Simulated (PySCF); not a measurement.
Species: C₉H₉N.
Bonds: N1–C2, C2–C3, C3–C4 (triple), C4–C5, C5–C6 (aromatic), C6–C7 (aromatic), C7–C8 (aromatic), C8–C9 (aromatic), C9–C10 (aromatic), C5–C10 (aromatic). Hydrogens: H11, H12 on N1; H13, H14 on C2; H15 on C6; H16 on C7; H17 on C8; H18 on C9; H19 on C10.

The same species was optimised twice, with GFN2-xTB and with PBE0-D3(BJ)/def2-SVP (PySCF), and the same property calculations (PySCF, gas phase) were run on both structures.

```json
{"coordinate": "C4–C5 (Å)", "GFN2-xTB": "1.416", "PBE0-D3(BJ)/def2-SVP": "1.428", "change": "+0.012"}
{"coordinate": "C3≡C4 (Å)", "GFN2-xTB": "1.204", "PBE0-D3(BJ)/def2-SVP": "1.216", "change": "+0.012"}
{"coordinate": "C2–C3 (Å)", "GFN2-xTB": "1.456", "PBE0-D3(BJ)/def2-SVP": "1.467", "change": "+0.011"}
{"coordinate": "C5–C6 (Å)", "GFN2-xTB": "1.395", "PBE0-D3(BJ)/def2-SVP": "1.406", "change": "+0.011"}
{"coordinate": "C5–C10 (Å)", "GFN2-xTB": "1.395", "PBE0-D3(BJ)/def2-SVP": "1.406", "change": "+0.011"}
{"coordinate": "C9–C10 (Å)", "GFN2-xTB": "1.381", "PBE0-D3(BJ)/def2-SVP": "1.391", "change": "+0.010"}
{"coordinate": "C7–C8 (Å)", "GFN2-xTB": "1.386", "PBE0-D3(BJ)/def2-SVP": "1.395", "change": "+0.009"}
{"coordinate": "C6–C7 (Å)", "GFN2-xTB": "1.382", "PBE0-D3(BJ)/def2-SVP": "1.391", "change": "+0.009"}
{"coordinate": "C8–C9 (Å)", "GFN2-xTB": "1.386", "PBE0-D3(BJ)/def2-SVP": "1.395", "change": "+0.009"}
{"coordinate": "N1–C2 (Å)", "GFN2-xTB": "1.458", "PBE0-D3(BJ)/def2-SVP": "1.451", "change": "-0.007"}
{"coordinate": "C2–C3–C4 (°)", "GFN2-xTB": "173.6", "PBE0-D3(BJ)/def2-SVP": "177.8", "change": "+4.2"}
{"coordinate": "C3–C4–C5 (°)", "GFN2-xTB": "176.7", "PBE0-D3(BJ)/def2-SVP": "179.6", "change": "+2.9"}
{"coordinate": "N1–C2–C3 (°)", "GFN2-xTB": "114.1", "PBE0-D3(BJ)/def2-SVP": "115.9", "change": "+1.8"}
{"coordinate": "C6–C5–C10 (°)", "GFN2-xTB": "119.5", "PBE0-D3(BJ)/def2-SVP": "118.9", "change": "-0.6"}
{"coordinate": "C4–C5–C10 (°)", "GFN2-xTB": "120.0", "PBE0-D3(BJ)/def2-SVP": "120.5", "change": "+0.5"}
{"coordinate": "C5–C6–C7 (°)", "GFN2-xTB": "120.0", "PBE0-D3(BJ)/def2-SVP": "120.4", "change": "+0.4"}
{"coordinate": "C5–C10–C9 (°)", "GFN2-xTB": "120.1", "PBE0-D3(BJ)/def2-SVP": "120.4", "change": "+0.3"}
{"coordinate": "C7–C8–C9 (°)", "GFN2-xTB": "119.9", "PBE0-D3(BJ)/def2-SVP": "119.7", "change": "-0.2"}
```

Rotational constants: A = 4537, B = 567.1, C = 507.1 MHz (GFN2-xTB) against A = 4548, B = 550.6, C = 493.9 MHz (PBE0-D3(BJ)/def2-SVP).

On the GFN2-xTB structure: HOMO (eV) -6.66 [PBE0/pcSseg-1]; LUMO (eV) -0.87 [PBE0/pcSseg-1]; dipole (D) 1.16 [PBE0/pcSseg-1]; GIAO shielding of N1 (ppm) 221.2 [PBE0/pcSseg-1]; GIAO shielding of C2 (ppm) 150.3 [PBE0/pcSseg-1]; GIAO shielding of C3 (ppm) 85.1 [PBE0/pcSseg-1]; GIAO shielding of C4 (ppm) 95.8 [PBE0/pcSseg-1]; GIAO shielding of C5 (ppm) 58.7 [PBE0/pcSseg-1]; GIAO shielding of C6/C10 (mean) (ppm) 48.9 [PBE0/pcSseg-1]; GIAO shielding of C7/C9 (mean) (ppm) 53.2 [PBE0/pcSseg-1]; GIAO shielding of C8 (ppm) 54.1 [PBE0/pcSseg-1].

What do these properties become on the PBE0-D3(BJ)/def2-SVP structure?

```tsv
property	level	on GFN2-xTB	on PBE0-D3(BJ)/def2-SVP	change
HOMO (eV)	PBE0/pcSseg-1	-6.66	-6.65	+0.01
LUMO (eV)	PBE0/pcSseg-1	-0.87	-0.94	-0.07
dipole (D)	PBE0/pcSseg-1	1.16	1.18	+0.02
energy, GFN2-xTB geometry as zero (kcal/mol)	PBE0/pcSseg-1	0.0	-0.6	-0.6
GIAO shielding of N1 (ppm)	PBE0/pcSseg-1	221.2	224.3	+3.1
GIAO shielding of C2 (ppm)	PBE0/pcSseg-1	150.3	149.1	-1.2
GIAO shielding of C3 (ppm)	PBE0/pcSseg-1	85.1	84.3	-0.8
GIAO shielding of C4 (ppm)	PBE0/pcSseg-1	95.8	95.8	0.0
GIAO shielding of C5 (ppm)	PBE0/pcSseg-1	58.7	55.8	-2.9
GIAO shielding of C6/C10 (mean) (ppm)	PBE0/pcSseg-1	48.9	46.4	-2.5
GIAO shielding of C7/C9 (mean) (ppm)	PBE0/pcSseg-1	53.2	51.0	-2.2
GIAO shielding of C8 (ppm)	PBE0/pcSseg-1	54.1	51.7	-2.4
```

The heavy atoms differ by 0.046 Å rms after alignment. Among bonds between heavy atoms C2–C3, C3≡C4, C4–C5, C5–C6 and C5–C10 change most and about equally (+0.011 to +0.012 Å). Changes are differences of the printed values. Neither structure is proved a minimum here.

The values belong to the conformer `[NH2:1][CH2:2][C:3]#[C:4][c:5]1[cH:6][cH:7][cH:8][cH:9][cH:10]1`: H–N1–C2–C3 58°, H–N1–C2–C3 -58°.
